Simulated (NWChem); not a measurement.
System: C4H9O2, doublet; SMILES COC[C](C)O

```xyz
15

C     -0.1181     2.5924     0.1042
O      0.2677     1.2961    -0.3035
C     -0.6382     0.2762     0.1115
C      0.0116    -1.0389    -0.1863
C     -0.7219    -2.3246    -0.0221
O      1.3506    -1.1004     0.1107
H      0.6573     3.2824    -0.2386
H     -0.2076     2.6644     1.1997
H     -1.0801     2.8857    -0.3433
H     -1.6055     0.3648    -0.4088
H     -0.8405     0.4043     1.1985
H     -1.7239    -2.2585    -0.4611
H     -0.1819    -3.1404    -0.5163
H     -0.8421    -2.6143     1.0381
H      1.6779    -0.1847     0.0297
```
Atoms are numbered in this order, from 1.

Results from NWChem. Spin-unrestricted. The geometry was optimised at B3LYP/6-31G* (spherical d), spin-unrestricted. No stability test was run on the SCF state. Level M06-L/def2-SVP: energy and gradient on several grids; changes count from the extra-fine grid, which is no exact limit either.

```
grid     size of the energy change (μHa)  largest change of a gradient component (μHa/bohr)  time, medium = 1 (rough)
-------  -------------------------------  -------------------------------------------------  ------------------------
xcoarse                            30000                                               4000                   about 1
coarse                               400                                               1000                   about 1
medium                               100                                                300                   about 1
fine                                < 10                                                 70                   about 1
xfine                               < 10                                               < 30                         5
```
